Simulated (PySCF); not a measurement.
Ga2H4, SMILES [GaH2][GaH2]. Atoms are numbered in the order given.

```xyz
6

Ga     0.0000     0.0000     1.2293
Ga     0.0000     0.0000    -1.2293
H     -0.9449     0.9449     2.0685
H      0.9449    -0.9449     2.0685
H     -0.9449    -0.9449    -2.0685
H      0.9449     0.9449    -2.0685
```

Geometry: PBE0-D3(BJ)/def2-TZVP.

These are PBE/def2-TZVPD in PySCF values and carry that method's errors.

Symmetry labels are those of the subgroup D2 that the program uses (full group D2d).

Computed valence orbital energies around the gap with their symmetry:
```
orbital  symmetry  energy (eV)
-------  --------  -----------
HOMO−7         B2       -19.68
HOMO−6         B3       -19.68
HOMO−5         B1       -19.48
HOMO−4          A       -11.56
HOMO−3         B1       -10.20
HOMO−2         B2        -7.30
HOMO−1         B3        -7.30
HOMO            A        -6.05
LUMO           B2        -2.77
LUMO+1         B3        -2.77
LUMO+2         B1        -0.67
LUMO+3          A        -0.03
```
